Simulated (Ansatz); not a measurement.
Te₂Mo: single points at one geometry.

```yaml
crystal:
  periodic: [false, false, false]
  atoms:
    - {symbol: Mo, position_ang: [-0.280262, 1.212727, -0.756334]}
    - {symbol: Te, position_ang: [0.108368, 0.118377, 1.551290]}
    - {symbol: Te, position_ang: [0.171893, -1.331104, -0.794957]}
basis:
  gaussian: {orbitals: def2-TZVP, initial_orbitals: start.molden}
hamiltonian: {xc: hse06, dispersion: d4}
scf: {omitted_lower_state_checks: [starts]}
output: {orbitals: {seedname: orbitals}}
```

The file start.molden holds the orbitals of an earlier run on this structure, at another level or in another basis.

```sh
$ ansatz run in.yaml --threads 4 --pin off --events-out ev --progress --plain --max-ram 3916MiB
```

Shortened log:

```
Functional definition: HSE06
1254 factors; their error is unknown
68 factors; integrals over basis functions are off by at most 2.6e-5 eV
mean field evaluation 1: about -16441.0259 eV, gradient 7.8e-1 eV
mean field evaluation 2: about -16441.0267 eV, gradient 1.1e-3 eV
mean field evaluation 4: about -16441.3683 eV, gradient 8.0e-4 eV
mean field evaluation 8: about -16441.3683 eV, gradient 1.6e-5 eV
mean field evaluation 16: about -16441.3683 eV, gradient 2.5e-5 eV
mean field -16441.36828854 eV, -604.2091402443 hartree, gradient 5.9e-6 eV, S^2 0.000000; 0 other end points of the search recorded, 0 dependent functions left out
reference -16441.36832330 eV, -604.2091415216 hartree; 31, 31 occupied and 109, 109 virtual orbitals, 1254 factors
Total energy: -16441.50839231 eV, -604.2142889629 hartree
Checks for a lower state left out: starts
```

It took 4.6 s on 4 threads of Arm Neoverse V2 on a shared host.

The first input with `hamiltonian: {xc: r2scan, dispersion: d4}` (abridged; 3.2 s):

```
Functional definition: r2SCAN
mean field -16447.70287109 eV, -604.4419318590 hartree, gradient 2.2e-5 eV, S^2 0.000000
Total energy: -16447.73047641 eV, -604.4429463360 hartree
Checks for a lower state left out: starts
```

The first input with `hamiltonian: {xc: pbe, dispersion: d4}`, `output: {forces: true, orbitals: {seedname: orbitals}}` (abridged; 1.9 s):

```
Functional definition: PBE
mean field evaluation 16: about -16441.8706 eV, gradient 2.5e-6 eV
mean field -16441.87059555 eV, -604.2275996863 hartree, gradient 2.5e-6 eV, S^2 0.000000
Total energy: -16442.03836213 eV, -604.2337649945 hartree
Atom 0 force     0.088729    -0.381934     0.243756 eV/Å
Atom 1 force    -0.039672     0.070611    -0.323672 eV/Å
Atom 2 force    -0.049057     0.311324     0.079915 eV/Å
Dipole moment:    -0.091865     0.397803    -0.247289 e Å
Checks for a lower state left out: starts
```

The first input with `hamiltonian: {xc: {name: B3LYP}, dispersion: d4}` (abridged; 4.5 s):

```
Functional definition: B3LYP
mean field evaluation 16: about -16446.6461 eV, gradient 3.0e-5 eV
mean field -16446.64608942 eV, -604.4030958490 hartree, gradient 8.3e-6 eV, S^2 0.000000
Total energy: -16446.92916316 eV, -604.4134986171 hartree
Checks for a lower state left out: starts
```

The first input with `gaussian: {orbitals: def2-TZVPP, initial_orbitals: start.molden}`, `correlation: {method: ccsd_t}` and without the key `hamiltonian` (abridged; 3.9 min):

```
Functional definition: HF
mean field evaluation 16: about -16360.8433 eV, gradient 2.3e1 eV
mean field evaluation 32: about -16359.1665 eV, gradient 2.6e1 eV
mean field evaluation 64: about -16352.0038 eV, gradient 3.7e1 eV
mean field evaluation 96: about -16367.4460 eV, gradient 1.3e-3 eV
mean field evaluation 128: about -16352.5697 eV, gradient 2.7e1 eV
mean field -16367.61852979 eV, -601.4988865996 hartree, gradient 3.0e-6 eV, S^2 0.000000; 2 other end points of the search recorded, 0 dependent functions left out; unrestricted orbitals would lower it
mean field evaluation 160: about -16368.8560 eV, gradient 9.7e-2 eV
mean field evaluation 192: about -16367.7308 eV, gradient 8.4e-1 eV
mean field evaluation 224: about -16368.8571 eV, gradient 4.7e-3 eV
mean field evaluation 256: about -16368.8570 eV, gradient 1.3e-2 eV
determinant -16367.61852979 eV, -601.4988865996 hartree, with singles and doubles -16403.28660683 eV, -602.8096642539 hartree
determinant -16367.44601467 eV, -601.4925467856 hartree, with singles and doubles -16402.84999227 eV, -602.7936189650 hartree
determinant -16367.15308464 eV, -601.4817818058 hartree, with singles and doubles -16402.53673765 eV, -602.7821070701 hartree
determinant -16367.61852979 eV, -601.4988865996 hartree, with singles and doubles -16403.34520770 eV, -602.8118177961 hartree
determinant -16367.44601467 eV, -601.4925467856 hartree, with singles and doubles -16402.88818893 eV, -602.7950226664 hartree
mean field evaluation 288: about -16367.5073 eV, gradient 2.9e0 eV
unrestricted determinant -16368.85708339 eV, -601.5444026048 hartree, S^2 1.9886
8 core orbitals not correlated: weight in the atoms' cores, before any rotation towards them, 1.000 or more for the frozen orbitals, at most 0.000 for the correlated occupied ones
second order -37.22418930 eV of doubles, -0.00000000 eV of singles
cycle   1  -35.72666994 eV  change    8.0e-6 eV  update   3.8e-6
perturbative correction -1.60806999 eV, -0.0590954822 hartree
Total energy: -16404.95326973 eV, -602.8709129858 hartree
Checks for a lower state left out: starts
```

First input, but with `hamiltonian: {xc: pbe0, dispersion: d4}` (abridged; 4.7 s):

```
Functional definition: PBE0
mean field evaluation 16: about -16441.4552 eV, gradient 1.8e-5 eV
mean field -16441.45517110 eV, -604.2123331194 hartree, gradient 6.2e-6 eV, S^2 0.000000
Total energy: -16441.59739314 eV, -604.2175596830 hartree
Checks for a lower state left out: starts
```

Geometry: B3LYP-D4/def2-TZVP.

In the def2 sets Mo, Te take a core potential; there is no spin–orbit coupling. B3LYP takes the VWN-RPA correlation. HSE06 is defined as in plane-wave codes, on full-range PBE exchange. Correlated methods freeze 8 core orbitals; core or outer-core shells of Mo, Te are correlated, in sets that lack core-valence functions. The restricted singlet is unstable towards broken spin symmetry in Hartree–Fock (as tested in another run); at HSE06-D4/def2-TZVP, r2SCAN-D4/def2-TZVP, PBE-D4/def2-TZVP, B3LYP-D4/def2-TZVP and others this wasn't settled. At PBE-D4/def2-TZVP an occupied level lies above an empty one. At CCSD(T)/def2-TZVPP the restricted singlet (for correlated methods, its reference) is unstable: a solution with broken spin symmetry lies lower. Another isomer (triplet) lies 2.23 eV lower at PBE0-D4/def2-TZVP; other spin states weren't run for this one.
